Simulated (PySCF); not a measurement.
PySCF input for C4H5Cl2F, SMILES FC(CC(Cl)Cl)=C, KT2/pcSseg-1. The structure is a stationary point at r2SCAN-D4/def2-SVP. The structure was generated by enumeration, and PubChem lists no compound with its InChIKey, so it may never have been made. The values are those of a single conformer.

```python
import numpy as np
from pyscf import gto, scf, dft
from pyscf.prop.nmr import rks as nmr

mol = gto.M(
    atom='''
    C    -2.39493013    0.12361029   -0.80364572
    C    -1.49965111   -0.57164744   -0.10182342
    F    -1.72323919   -0.85125677    1.19401785
    C    -0.19721494   -1.12111298   -0.59194020
    C     1.03462007   -0.26652077   -0.30249858
    Cl    1.26717721   -0.00620863    1.45246315
    Cl    0.95037241    1.29867225   -1.17548485
    H    -2.20385498    0.35537992   -1.85174192
    H    -3.31195297    0.48175785   -0.33149189
    H    -0.03098952   -2.10730658   -0.12579015
    H    -0.24302287   -1.26157827   -1.68295643
    H     1.94368647   -0.76479831   -0.66336350
    ''',
    basis='pcSseg-1',
    charge=0,
    spin=0,
    max_memory=1600,
    verbose=3,
)
mf = dft.RKS(mol, xc='kt2')
mf.grids.level = 3
mf.conv_tol = 1e-10
mf.max_cycle = 100
mf.kernel()
n = nmr.NMR(mf)
n.verbose = 2
n.max_cycle_cphf = 60
sigma = n.kernel()
print('atom   isotropic/ppm   span/ppm')
for i, s in enumerate(sigma):
    w = np.linalg.eigvalsh((s + s.T) / 2)
    print(f'{mol.atom_symbol(i):2s}{i + 1:3d} {w.mean():14.3f} {w[2] - w[0]:11.3f}')
```

Program output:

```
converged SCF energy = -1186.4212067529
atom   isotropic/ppm   span/ppm
C   1         87.685     156.059
C   2         22.057     142.459
F   3        230.502     179.601
C   4        132.792      18.420
C   5         93.961      67.566
Cl  6        651.791     630.465
Cl  7        655.085     659.654
H   8         26.616       7.499
H   9         26.143       7.530
H  10         28.326       8.025
H  11         28.602       8.495
H  12         24.958       8.748
```

The run converged.
